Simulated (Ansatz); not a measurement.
Two isomers of H4OPSb: A = `O[PH][SbH2]`, B = `P[O][SbH2]`.

Calculated with Ansatz (gas phase, PBE0-D4/def2-TZVP geometries, no zero-point term in ΔE). CBS: MP2 limit from def2 TZ/QZ plus the TZ coupled-cluster correction, frozen cores. Functionals use def2-TZVPP. B3LYP here is the variant with VWN-RPA as its local correlation; programs differ in this. def2 core potentials past Kr. For Sb outer-core shells are correlated without core-valence functions, which leaves a few kJ/mol of doubt a bond. One conformer a species, not always the lowest.

A:

Z-matrix (Å, degrees):
```
P
Sb 1 2.542
O 1 1.646 2 105.0
H 1 1.432 2 90.3 3 -101.6
H 2 1.715 1 92.3 3 32.7
H 2 1.707 1 91.1 3 -58.7
H 3 0.962 1 114.4 2 -40.3
```

B:

Z-matrix (Å, degrees):
```
P
Sb 1 3.136
O 1 1.640 2 33.4
H 1 1.426 2 122.2 3 52.4
H 1 1.427 2 118.8 3 -60.7
H 2 1.718 1 100.3 3 80.4
H 2 1.712 1 117.8 3 -15.5
```

Which is lower in electronic energy at CCSD(T)/CBS, and by how much? (An estimate is asked.)

Computed: A, by 29.3 kJ/mol.

Give E(B) − E(A) in kJ/mol with LDA (SPW92), BLYP-D4, B3LYP, B2PLYP, CCSD(T)/def2-TZVPP, PBE0-D4, HF/def2-TZVPP. (An estimate is asked.)

Ansatz gave: LDA (SPW92) 50.5, BLYP-D4 29.9, B3LYP 29.5, B2PLYP 27.4, CCSD(T)/def2-TZVPP 28.9, PBE0-D4 43.4, HF/def2-TZVPP 17.0. None reverses the order clearly.

Does the order hold for the free energy at 298.15 K (harmonic terms from PBE0-D4)? (Best estimate.)

Ansatz gave: Yes: G(B) − G(A) = +19.1 kJ/mol, for one conformer each. Modes under 60 cm⁻¹, often nearly free rotors, make the harmonic entropy too high.

Largest T1 diagnostic: 0.015.

In def2-TZVPP, CCSD(T) changes the Hartree–Fock value by +11.9 kJ/mol (the triples alone add +1.7 kJ/mol) and MP2 by +13.9 kJ/mol. From r2SCAN to r2SCAN0 (25 % exact exchange), in def2-TZVPP and without D4, E(B) − E(A) moves by +3.3 kJ/mol.
